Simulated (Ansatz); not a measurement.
Coupled-cluster run, `C=CCOB(O)O`.

```yaml
crystal:
  periodic: [false, false, false]
  atoms:
    - {symbol: C, position_ang: [-1.609077, 0.499739, -2.025391]}
    - {symbol: C, position_ang: [-0.745533, -0.050517, -1.185708]}
    - {symbol: C, position_ang: [-0.899255, -0.031179, 0.297260]}
    - {symbol: O, position_ang: [0.210833, 0.591437, 0.931041]}
    - {symbol: B, position_ang: [1.343020, -0.111347, 1.209772]}
    - {symbol: O, position_ang: [1.434830, -1.439539, 0.901371]}
    - {symbol: O, position_ang: [2.399068, 0.519382, 1.808134]}
    - {symbol: H, position_ang: [-1.474540, 0.444564, -3.099375]}
    - {symbol: H, position_ang: [-2.490067, 1.023282, -1.666238]}
    - {symbol: H, position_ang: [0.133380, -0.569037, -1.561804]}
    - {symbol: H, position_ang: [-1.787053, 0.539154, 0.578819]}
    - {symbol: H, position_ang: [-1.010670, -1.053639, 0.674492]}
    - {symbol: H, position_ang: [2.279476, -1.809512, 1.166576]}
    - {symbol: H, position_ang: [2.215586, 1.447212, 1.971051]}
basis:
  gaussian: {orbitals: def2-TZVPP}
correlation: {method: ccsd_t}
```

```sh
$ ansatz run in.yaml --threads 2 --pin off --events-out ev --progress --plain --max-ram 22528MiB --backend cuda --devices 0, --max-vram 18GiB
```

The program prints (abridged):

```
Functional definition: HF
1934 factors; integrals over basis functions are off by at most 1.1e-3 eV
mean field evaluation 1: about -9987.2370 eV, gradient 5.4e1 eV
mean field evaluation 2: about -9987.5841 eV, gradient 5.5e1 eV
mean field evaluation 4: about -9993.4131 eV, gradient 4.5e0 eV
mean field evaluation 8: about -9993.4842 eV, gradient 2.1e-1 eV
mean field -9993.48437505 eV, -367.2537769559 hartree, gradient 1.4e-6 eV, S^2 0.000000; 0 other end points of the search recorded, 0 dependent functions left out
7 core orbitals not correlated: weight in the atoms' cores, before any rotation towards them, 1.000 or more for the frozen orbitals, at most 0.000 for the correlated occupied ones
reference -9993.48437505 eV, -367.2537769559 hartree; 20, 20 occupied and 288, 288 virtual orbitals, 1934 factors
second order -35.23512674 eV of doubles, -0.00000000 eV of singles
cycle   1  -35.24828795 eV  change   -1.3e-2 eV  update   1.2e-1
cycle   2  -36.03231235 eV  change   -7.8e-1 eV  update   3.4e-2
cycle   3  -36.20940196 eV  change   -1.8e-1 eV  update   1.7e-2
cycle   4  -36.19153078 eV  change    1.8e-2 eV  update   4.2e-3
cycle   5  -36.18989987 eV  change    1.6e-3 eV  update   1.8e-3
cycle   6  -36.19132651 eV  change   -1.4e-3 eV  update   5.2e-4
cycle   7  -36.19112555 eV  change    2.0e-4 eV  update   1.6e-4
cycle   8  -36.19100809 eV  change    1.2e-4 eV  update   4.6e-5
cycle   9  -36.19101424 eV  change   -6.1e-6 eV  update   1.9e-5
perturbative correction -1.43116573 eV, -0.0525943704 hartree
Total energy: -10031.10655502 eV, -368.6363665686 hartree
```

Hardware: 2 threads of an AMD EPYC 7R13 on a shared host and a share of an NVIDIA H100 80 GB. Wall time 4.7 s, peak host memory 0.89 GiB.

Correlation energy per correlated electron: -0.941 eV. T1 diagnostic: 0.0118.
